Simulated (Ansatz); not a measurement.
Reaction (ligand exchange at a Ge–Br bond): `[Cl][GeH2][Br]` + `N[SiH](Cl)Cl` → `[Cl][GeH2][NH][SiH](Cl)Cl` + HBr

Gas-phase electronic energies from Ansatz, PBE0-D4/def2-TZVP geometries. CBS: MP2 limit from def2 TZ/QZ plus the TZ coupled-cluster correction, frozen cores. DFT in def2-TZVPP. B3LYP here is the variant with VWN-RPA as its local correlation; programs differ in this. For Br, Ge outer-core shells are correlated without core-valence functions, which leaves a few kJ/mol of doubt a bond. Scalar relativity is left out up to krypton. Each species was taken in one conformer, which may not be the lowest.

`[Cl][GeH2][Br]`:

Z-matrix (Å, degrees):
```
Ge
Cl 1 2.141
Br 1 2.293 2 108.7
H 1 1.529 2 108.0 3 117.3
H 1 1.529 2 108.0 3 -117.3
```

`N[SiH](Cl)Cl`:

Z-matrix (Å, degrees):
```
Si
Cl 1 2.041
Cl 1 2.056 2 107.0
N 1 1.692 2 107.5 3 124.1
H 1 1.472 2 110.9 3 -115.5
H 4 1.007 1 120.6 2 -43.0
H 4 1.008 1 120.1 2 169.5
```

`[Cl][GeH2][NH][SiH](Cl)Cl`:

Cartesian coordinates in Å:
```
Cl 0.259 -0.714 2.836
Ge -0.433 -1.306 0.879
N 0.444 -0.335 -0.401
Si 0.289 1.304 -0.826
Cl 0.166 1.499 -2.859
Cl -1.418 2.003 0.045
H -1.932 -1.027 0.838
H -0.028 -2.769 0.684
H 1.243 -0.816 -0.792
H 1.409 2.162 -0.403
```

HBr:

Z-matrix (Å, degrees):
```
Br
H 1 1.420
```

Question: Is it downhill or uphill in electronic energy at CCSD(T)/CBS, and by how much? (Best estimate.)

Answer: The calculation gave: Uphill: ΔE = +0.56 eV.

Question: What do these levels give: PBE-D4, ωB97X-V, ωB97M-V, B2PLYP, B3LYP, HF/def2-TZVPP, SCS-MP2/def2-TZVPP, CCSD/def2-TZVPP, CCSD(T)/def2-TZVPP, SCS-MP2/def2-QZVPP, HF/CBS(def2), MP2/CBS(def2)? (An estimate is asked.)

Answer: Ansatz gave: PBE-D4 0.65, ωB97X-V 0.60, ωB97M-V 0.61, B2PLYP 0.64, B3LYP 0.72, HF/def2-TZVPP 0.72, SCS-MP2/def2-TZVPP 0.54, CCSD/def2-TZVPP 0.54, CCSD(T)/def2-TZVPP 0.52, SCS-MP2/def2-QZVPP 0.56, HF/CBS(def2) 0.72, MP2/CBS(def2) 0.57 eV.

Largest T1 diagnostic among the species: 0.010.

The D4 term adds −0.11 eV with B3LYP and −0.07 eV with PBE0; it sums over pairs of atoms, weighted by their polarisabilities, and B3LYP, whose exchange is more repulsive, gets the larger term. In def2-TZVPP, CCSD(T) changes the Hartree–Fock value by −0.21 eV (the triples alone add −0.02 eV) and MP2 by −0.19 eV.
